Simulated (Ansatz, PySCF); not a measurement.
H2O (SMILES O) and HBr (SMILES Br) are pulled apart as rigid monomers along the line of their centres of mass, from the B3LYP-D3(BJ)/def2-TZVP minimum. Starting geometry (charge 0, multiplicity 1):
```xyz
5

O     -0.182     0.392     0.471
H      0.740     0.474     0.201
H     -0.502     1.292     0.602
Br    -0.451    -1.381     3.262
H     -0.365    -0.644     2.018
```

Interaction energies with rigid monomers; basis-set methods are counterpoise corrected unless marked otherwise.

Correlated levels freeze the cores. Filled d and f shells under p-block atoms count as core. Rows in STO-3G carry no dispersion term and start afresh at each structure; the Pople sets are all-electron and without relativity.

Codes used: Ansatz (a program for electronic structure); PySCF for STO-3G rows, the dispersion terms. Values without a source in brackets are computed.

| O1···H5 (Å) | HF/STO-3G (no counterpoise) (kJ/mol) | PBE/def2-TZVPPD (kJ/mol) | PBE0-D3(BJ)/def2-TZVPPD (kJ/mol) | MP2/aug-cc-pVTZ (kJ/mol) | SCS-MP2/aug-cc-pVTZ (kJ/mol) |
|---|---|---|---|---|---|
| 1.68 | -32.5 | -20.5 | -22.3 | -16.6 | -11.1 |
| 1.87 | -27.1 | -22.2 | [?] | -19.9 | -16.0 |
| 2.15 | -17.5 | -19.2 | -20.6 | -18.6 | -16.2 |
| 2.62 | -8.1 | -12.4 | -13.4 | -12.6 | [?] |
| 3.37 | -3.4 | -5.7 | -6.3 | -6.0 | -5.7 |

Q: Complete the blanks.

A: 
- 1.87, PBE0-D3(BJ)/def2-TZVPPD (kJ/mol): -23.7
- 2.62, SCS-MP2/aug-cc-pVTZ (kJ/mol): -11.6
